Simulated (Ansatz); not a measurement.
A nudged elastic band was laid between two geometries of H6OW (8 atoms, charge 0, multiplicity 1).

Theory: Ansatz, RKS PBE/def2-SVP.

| Property | Result |
| --- | --- |
| movable images | 7 |
| climbing image | yes |
| spring | 5.0 eV/Å² |
| optimiser | quadratic models (default) |
| start path | through a guess of the saddle point |
| force threshold | 0.03 eV/Å |
| iteration limit | 60 |
| end points | relaxed |

Initial state:

```xyz
8
Properties=species:S:1:pos:R:3
W 0.161 0.024 0.293
O 0.630 -0.135 2.082
H 0.186 -0.686 2.758
H 1.318 0.895 -0.581
H -0.308 1.603 -0.119
H -1.494 0.245 -0.030
H -0.601 -1.313 -0.429
H 1.137 -0.915 -0.736
```

Final state:

```xyz
8
Properties=species:S:1:pos:R:3
W -0.350 0.003 -0.363
O 0.539 0.336 1.631
H 0.383 -0.346 2.313
H 1.486 0.568 1.680
H 0.276 1.578 -0.680
H -1.807 -0.148 0.547
H 0.805 -1.241 -0.147
H -0.302 -1.030 -1.744
```

(1) What changes between the two ends?

(2) What energy profile does the band end with?

(3) What is the geometry of the highest image?

Results:

(1) Bonds broken: W1–H4. Bonds formed: O2–H4.

(2) It converged. The highest image is number 7 of 0 to 8, 72.8 kcal/mol above the first end and 0.4 kcal/mol above the last; the last end lies 72.4 kcal/mol above the first. The profile has 2 maxima (images 5, 7) with wells between them (image 6): this band takes more than one step, which may be the mechanism or a detour left from its start path. Neighbouring images differ by up to 1.7 eV, so the band resolves the path poorly. A vibrational analysis at the climbing image gives one clearly imaginary mode, 237i cm⁻¹: a first-order saddle point. The orbitals stay closed-shell, which can raise the energy where a bond breaks towards radicals; this wasn't checked here.

| image | path coordinate (Å) | energy (kcal/mol) | W1–H4 (Å) | O2–H4 (Å) |
| --- | --- | --- | --- | --- |
| 0 | 0.00 | 0.0 | 1.69 | 2.94 |
| 1 | 1.19 | 2.2 | 1.69 | 2.90 |
| 2 | 2.37 | 7.2 | 1.67 | 2.36 |
| 3 | 3.56 | 20.8 | 1.69 | 2.21 |
| 4 | 4.75 | 60.1 | 1.84 | 1.50 |
| 5 | 5.93 | 71.6 | 2.80 | 0.97 |
| 6 | 7.12 | 71.2 | 2.77 | 0.98 |
| 7 | 8.31 | 72.8 | 2.80 | 0.98 |
| 8 | 8.91 | 72.4 | 2.80 | 0.98 |

(3) 
```xyz
8
Properties=species:S:1:pos:R:3:forces:R:3
W -0.382 0.008 -0.280 0.00 0.00 0.00
O 0.601 0.270 1.659 0.00 0.00 0.00
H 0.646 -0.488 2.273 0.00 0.00 0.00
H 1.476 0.711 1.691 0.00 0.00 0.00
H 0.332 1.555 -0.529 0.00 0.00 0.00
H -2.034 -0.062 0.229 0.00 0.00 0.00
H 0.623 -1.367 -0.085 0.00 0.00 0.00
H -0.232 -0.907 -1.722 0.00 0.00 0.00
```

Run time: 4.4 min on 1 thread of Intel(R) Xeon(R) 6975P-C (Granite Rapids), on a shared host, peak memory 0.16 GiB.
